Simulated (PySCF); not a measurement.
Computed IR spectrum (relative IR intensity) of a molecule C4H7FO. Coordinates come from a PBE-D3(BJ)/def2-SVP optimisation. Other conformers were not sampled. Method: PBE-D3(BJ)/def2-SVP in PySCF 2.14.0. Frequencies are harmonic and unscaled.

ν (cm⁻¹): 92 (w), 419 (w), 423 (w), 635 (w), 818 (vw), 900 (m), 930 (m), 989 (w), 1024 (vs), 1162 (w), 1206 (s), 1245 (m), 1333 (m), 1350 (m), 1405 (vw), 1454 (w), 2933 (vs), 2946 (w), 2979 (w), 3004 (s), 3075 (w), 3082 (w) (against the strongest line: vs over 80 %, s over 45 %, m over 15 %, w over 4 %, vw less)

Problem. Pick the molecule that these values belong to.
A. CC1(F)COC1
B. OC[C@H]1C[C@@H]1F
C. O[C@H]1CC[C@@H]1F
D. C=C(F)OCC

Solution. A, CC1(F)COC1
